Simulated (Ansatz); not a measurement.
Relaxation of AlH3Sb (5 atoms, charge 0, multiplicity 2), to a largest force component of 0.015 eV/Å in at most 40 steps.

Computed with UKS PBE0/def2-SVP (Ansatz 0.2.0).

```xyz
5
Properties=species:S:1:pos:R:3
Al 0.621 -1.011 0.130
Sb -0.808 1.213 0.312
H 1.030 -1.998 1.339
H -1.581 -0.027 1.286
H 0.392 1.217 1.592
```

Task: Where does it end, and by what steps?

Result: It converged. The force dipped under the threshold on the way, but the program's further checks kept it going. After 21 steps the energy has fallen by 0.262 eV; H3 moved furthest, 0.99 Å.

| step | energy less start (eV) | largest force component (eV/Å) | accepted |
| --- | --- | --- | --- |
| 0 | 0.0000 | 0.624 | yes |
| 1 | -0.1213 | 0.294 | yes |
| 2 | -0.1353 | 0.175 | yes |
| 3 | -0.1496 | 0.044 | yes |
| 4 | -0.1508 | 0.046 | yes |
| 5 | -0.1515 | 0.011 | yes |
| 6 | -0.1516 | 0.009 | yes |
| 7 | -0.1517 | 0.011 | yes |
| 8 | -0.1513 | 0.282 | no |
| 9 | -0.1533 | 0.029 | yes |
| 10 | -0.1585 | 0.124 | yes |
| 11 | -0.1702 | 0.267 | yes |
| 12 | -0.1647 | 0.539 | no |
| 13 | -0.1828 | 0.212 | yes |
| 14 | -0.1951 | 0.216 | yes |
| 15 | -0.2108 | 0.257 | yes |
| 16 | -0.2189 | 0.416 | yes |
| 17 | -0.2542 | 0.148 | yes |
| 18 | -0.2600 | 0.054 | yes |
| 19 | -0.2560 | 0.126 | no |
| 20 | -0.2622 | 0.022 | yes |
| 21 | -0.2624 | 0.013 | yes |

```xyz
5
Properties=species:S:1:pos:R:3
Al 1.165 -1.016 0.756
Sb -0.749 0.814 0.326
H 0.710 -2.554 0.588
H -1.540 0.168 1.711
H 0.067 1.983 1.279
```

The run took 40 s on 1 thread of Intel(R) Xeon(R) 6975P-C (Granite Rapids), with other jobs on the host, peak memory 0.22 GiB.
